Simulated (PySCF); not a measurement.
**`C=C1C[C@@H](CCl)[C@H]1F`, C$_{6}$H$_{8}$ClF**

Molfile (atoms numbered from 1):
```
C6H8ClF
     RDKit          3D

 16 16  0  0  0  0  0  0  0  0999 V2000
    2.2872   -0.1085    0.8915 C   0  0  0  0  0  0  0  0  0  0  0  0
    1.1998    0.0035    0.1597 C   0  0  0  0  0  0  0  0  0  0  0  0
    0.3275   -0.9564   -0.6071 C   0  0  0  0  0  0  0  0  0  0  0  0
   -0.7474    0.1480   -0.7139 C   0  0  1  0  0  0  0  0  0  0  0  0
   -1.9355   -0.0580    0.2034 C   0  0  0  0  0  0  0  0  0  0  0  0
   -2.9191   -1.4309   -0.3687 Cl  0  0  0  0  0  0  0  0  0  0  0  0
    0.2769    1.1579   -0.1405 C   0  0  1  0  0  0  0  0  0  0  0  0
   -0.1494    1.8958    0.9387 F   0  0  0  0  0  0  0  0  0  0  0  0
    2.7875   -1.0542    1.0129 H   0  0  0  0  0  0  0  0  0  0  0  0
    2.7109    0.7392    1.4025 H   0  0  0  0  0  0  0  0  0  0  0  0
    0.0229   -1.8492   -0.0644 H   0  0  0  0  0  0  0  0  0  0  0  0
    0.7473   -1.2559   -1.5660 H   0  0  0  0  0  0  0  0  0  0  0  0
   -1.0878    0.3720   -1.7255 H   0  0  0  0  0  0  0  0  0  0  0  0
   -1.6114   -0.2924    1.2175 H   0  0  0  0  0  0  0  0  0  0  0  0
   -2.5808    0.8206    0.2187 H   0  0  0  0  0  0  0  0  0  0  0  0
    0.6638    1.8774   -0.8701 H   0  0  0  0  0  0  0  0  0  0  0  0
  1  2  2  0
  2  3  1  0
  3  4  1  0
  4  5  1  0
  5  6  1  0
  4  7  1  0
  7  8  1  0
  7  2  1  0
  1  9  1  0
  1 10  1  0
  3 11  1  0
  3 12  1  0
  4 13  1  6
  5 14  1  0
  5 15  1  0
  7 16  1  6
M  END
```

Method used: TDDFT PBE0/def2-SVPD circular dichroism and optical rotation, one conformer, gas phase (PySCF 2.14.0). Geometry: GFN2-xTB.

The molecule is flexible and this is one conformer; a measurement averages over conformers.

Question: What are the CIP labels of the stereocentres?

Answer: C4 R, C7 R.

Question: Which excitations and rotatory strengths does the calculation give?

Answer: Rotatory strengths R in 10⁻⁴⁰ esu² cm², velocity form and length form (origin at the centre of mass); f in length form.
| state | E (eV) | λ (nm) | f | R (velocity) | R (length) | main |
| --- | --- | --- | --- | --- | --- | --- |
| 1 | 6.51 | 190 | 0.165 | +28.9 | +28.7 | HOMO→LUMO 0.82, HOMO−2→LUMO 0.08 |
| 2 | 6.74 | 184 | 0.002 | +7.6 | +7.7 | HOMO−1→LUMO 0.55, HOMO−3→LUMO 0.39 |
| 3 | 6.98 | 178 | 0.096 | -38.6 | -39.2 | HOMO−2→LUMO 0.77, HOMO→LUMO 0.10 |
| 4 | 7.05 | 176 | 0.009 | -20.7 | -19.6 | HOMO−3→LUMO 0.48, HOMO−1→LUMO 0.33 |
| 5 | 7.37 | 168 | 0.043 | -3.9 | -2.8 | HOMO→LUMO+1 0.47, HOMO−2→LUMO+1 0.14 |
| 6 | 7.48 | 166 | 0.014 | +7.6 | +6.5 | HOMO→LUMO+2 0.65, HOMO−2→LUMO+1 0.14 |
| 7 | 7.52 | 165 | 0.012 | -6.8 | -7.6 | HOMO−4→LUMO 0.33, HOMO−1→LUMO+1 0.25 |
| 8 | 7.64 | 162 | 0.014 | +8.1 | +7.5 | HOMO−4→LUMO 0.38, HOMO−1→LUMO+1 0.36 |

Among the states computed, the strongest CD band (largest |R|) is state 3. The largest dissymmetry factor in size, g = 4R/(D+G), with D and G the electric and magnetic dipole strengths, is +0.039 for state 2 (velocity form, f = 0.002), among bands with |R| over 0.5. The mirror image has the same energies and oscillator strengths and all R with the opposite sign.
